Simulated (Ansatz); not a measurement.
CH$_{4}$N (SMILES C[NH]), doublet, at a GFN2-xTB geometry. Base run: Ansatz (a first-principles code) with CCSD/3-21G.

The Ansatz input:
Ansatz 0.2 input:
```yaml
crystal:
  periodic: [false, false, false]
  atoms:
    - {symbol: C, position_ang: [0.05090308, 0.60657921, 0.04088531]}
    - {symbol: N, position_ang: [0.00214245, -0.78641762, 0.06273665]}
    - {symbol: H, position_ang: [-0.95624751, 1.05804230, 0.01396982]}
    - {symbol: H, position_ang: [-0.49330169, -1.14841740, -0.75166274]}
    - {symbol: H, position_ang: [0.58554129, 0.96413175, 0.92219723]}
    - {symbol: H, position_ang: [0.54359232, 0.99169139, -0.86897269]}
basis:
  gaussian:
    orbitals: 3-21G.json
magnetization: {spin_polarized: true, initial_magnetization: 1}
correlation: {method: ccsd}
```
The basis file holds 3-21G in the JSON format of the Basis Set Exchange.

The base run was repeated with changes; each row names its change, and settings that it needs were set with it.

```json
[
 {"change": "base", "ΔE vs base (kcal/mol)": "0.000", "MP2 correlation (Eh)": "-0.17180", "CC correlation without the perturbative part (Eh)": "-0.19814", "basis functions": "26"},
 {"change": "electrons = all", "ΔE vs base (kcal/mol)": "-1.96", "MP2 correlation (Eh)": "-0.17512", "CC correlation without the perturbative part (Eh)": "-0.20125", "basis functions": "26"},
 {"change": "method = bccd_t", "ΔE vs base (kcal/mol)": "-2.36", "MP2 correlation (Eh)": "-0.17180", "CC correlation without the perturbative part (Eh)": "-0.19782", "basis functions": "26"},
 {"change": "method = bccd", "ΔE vs base (kcal/mol)": "0.201", "MP2 correlation (Eh)": "-0.17180", "CC correlation without the perturbative part (Eh)": "-0.19782", "basis functions": "26"},
 {"change": "method = ccsd_t", "ΔE vs base (kcal/mol)": "-2.35", "MP2 correlation (Eh)": "-0.17180", "CC correlation without the perturbative part (Eh)": "-0.19814", "basis functions": "26"},
 {"change": "method = rpa", "ΔE vs base (kcal/mol)": "-8.37", "MP2 correlation (Eh)": "-", "CC correlation without the perturbative part (Eh)": "-", "basis functions": "26"},
 {"change": "diis_vectors = 2", "ΔE vs base (kcal/mol)": "0.000", "MP2 correlation (Eh)": "-0.17180", "CC correlation without the perturbative part (Eh)": "-0.19814", "basis functions": "26"},
 {"change": "accuracy = high", "ΔE vs base (kcal/mol)": "-0.003", "MP2 correlation (Eh)": "-0.17181", "CC correlation without the perturbative part (Eh)": "-0.19814", "basis functions": "26"},
 {"change": "fitting = cc-pVTZ-JKFIT (mean field), cc-pVTZ-RIFIT (correlation)", "ΔE vs base (kcal/mol)": "0.025", "MP2 correlation (Eh)": "-0.17180", "CC correlation without the perturbative part (Eh)": "-0.19813", "basis functions": "26"},
 {"change": "diis_vectors = 4", "ΔE vs base (kcal/mol)": "0.000", "MP2 correlation (Eh)": "-0.17180", "CC correlation without the perturbative part (Eh)": "-0.19814", "basis functions": "26"}
]
```
